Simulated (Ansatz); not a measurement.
C3H9NSi2, SMILES [SiH2]1C(C)=N[C@H]1[SiH3].

The structure is a stationary point at r2SCAN-D4/def2-SVP. The structure was generated by enumeration; whether it is a known compound was not checked.

Two levels are set side by side: PBE/def2-SVPD (Ansatz, a quantum-chemistry and plane-wave program) and CAM-B3LYP/def2-SVPD (Ansatz). Energy differences of separate SCF runs at the same geometry; the states with an electron removed or added have multiplicity 2 and 2. Differences are taken from unrounded values.

```tsv
quantity	CAM-B3LYP	PBE	PBE minus CAM-B3LYP
vertical ionisation energy (eV)	8.84	8.55	-0.29
vertical singlet–triplet gap (eV)	3.59	3.46	-0.13
```
